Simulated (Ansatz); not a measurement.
B7H13. The state is a singlet with charge 0. Geometry B3LYP-D4/def2-SVP; atoms count from 1.

```xyz
20

B     0.757   -0.768   -0.730
B     0.791    0.026    0.876
B     0.623    0.889   -0.574
B    -0.888   -1.350   -0.697
B     1.095    1.947    0.662
B    -0.948   -1.000    1.372
B    -0.412    0.075   -1.689
H    -1.694   -1.073    0.282
H    -0.484    0.267   -2.869
H     1.377    1.893   -0.789
H    -1.199   -2.430   -1.113
H     2.219    2.067    1.066
H     1.708   -0.285    1.575
H     1.682   -1.397   -1.160
H    -0.467   -2.025    1.756
H    -0.633    1.211   -0.982
H     0.312    2.847    0.830
H    -1.633   -0.457   -1.373
H    -0.302    0.141    1.566
H    -1.905   -0.577    1.992
```

Another isomer (singlet) lies 1.39 eV lower at PBE0-D4/def2-TZVP; other spin states weren't run for this one.

Estimate the Mulliken populations from the PBE0/def2-TZVP orbitals of Ansatz.


```csv
atom,charge (e)
B1,-0.04
B2,-0.16
B3,-0.09
B4,-0.30
B5,-0.25
B6,-0.29
B7,-0.17
H8,0.20
H9,0.05
H10,0.17
H11,0.04
H12,0.06
H13,0.04
H14,0.03
H15,0.02
H16,0.19
H17,0.03
H18,0.20
H19,0.19
H20,0.07
```
Mulliken values and Mayer orders depend strongly on the basis.

And the Mayer bond orders between bonded heavy atoms (over 0.3)?

B1–B2 0.64 (1.79 Å); B1–B3 0.70 (1.67 Å); B1–B4 0.69 (1.75 Å); B1–B7 0.56 (1.73 Å); B2–B3 0.57 (1.70 Å); B2–B5 0.48 (1.96 Å); B3–B5 0.63 (1.70 Å); B3–B7 0.60 (1.72 Å); B4–B7 0.56 (1.80 Å). Values over 0.3 also appear between atoms too far apart for a bond (B2–B6 0.42 at 2.08 Å; B4–B6 0.40 at 2.10 Å); they arise where an orbital or an unpaired electron spreads over both atoms.
